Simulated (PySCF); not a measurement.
# Exercise with solution: refractive index and permittivity of the vapour

H6NSi2, SMILES [SiH3][N][SiH3], multiplicity 2.

The structure is a stationary point at B3LYP-D3(BJ)/def2-SVP. The isomer is the one that the SMILES or the coordinates give; other isomers of the formula were not compared.

CAM-B3LYP/def2-TZVPD in PySCF gives a mean static polarisability of 66.2 bohr³ and a dipole moment of 0.61 D. Take an ideal gas at 298.15 K and 1 bar, whether or not the substance is that volatile.

Problem. Work out n − 1 in the optical limit and the static ε − 1.

Solution. 
Polarisability volume α' = 66.2 × 0.148185 = 9.81 Å³. Number density N = p/kT = 2.43e-5 Å⁻³.
Dilute limit of Lorentz–Lorenz: n − 1 = 2π N α' = 0.0015.
Orientation term of Debye: μ²/(3kT) = 8.098 Å³ × μ²(D²) = 3.01 Å³.
ε − 1 = 4π N (α' + μ²/3kT) = 0.0039. Orientation of the dipole supplies 23 % of the static response; it can't follow optical fields. Vibrational polarisation and dispersion are left out.
